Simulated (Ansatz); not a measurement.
CH7OSbSi can be A, `[OH][SbH][CH2][SiH3]`, or B, `OC[SiH2][SbH2]`.

Gas-phase electronic energies from Ansatz, PBE0-D4/def2-TZVP geometries. CCSD(T)/CBS is the MP2 limit (def2-TZVPP, def2-QZVPP) plus CCSD(T) − MP2 in def2-TZVPP, frozen cores. Functionals use def2-TZVPP. B3LYP here is the variant with VWN-RPA as its local correlation; programs differ in this. def2 core potentials past Kr. For Sb outer-core shells are correlated without core-valence functions, which leaves a few kJ/mol of doubt a bond. One conformer a species, not always the lowest.

Question: Which is lower in electronic energy at CCSD(T)/CBS, and by how much? (Best estimate.)

Answer: Computed: A, by 70.7 kJ/mol.

Question: Give E(B) − E(A) in kJ/mol with PBE0-D4, PBE-D4, r2SCAN-D4, MP2/def2-TZVPP, CCSD/def2-TZVPP, B3LYP, CCSD(T)/def2-TZVPP. (Estimate.)

Answer: Computed: PBE0-D4 47.3, PBE-D4 48.4, r2SCAN-D4 59.6, MP2/def2-TZVPP 74.9, CCSD/def2-TZVPP 64.3, B3LYP 58.2, CCSD(T)/def2-TZVPP 65.6. None reverses the order clearly.

Largest T1 diagnostic: 0.014.

In def2-TZVPP, CCSD(T) changes the Hartree–Fock value by +4.1 kJ/mol (the triples alone add +1.3 kJ/mol) and MP2 by +13.4 kJ/mol.
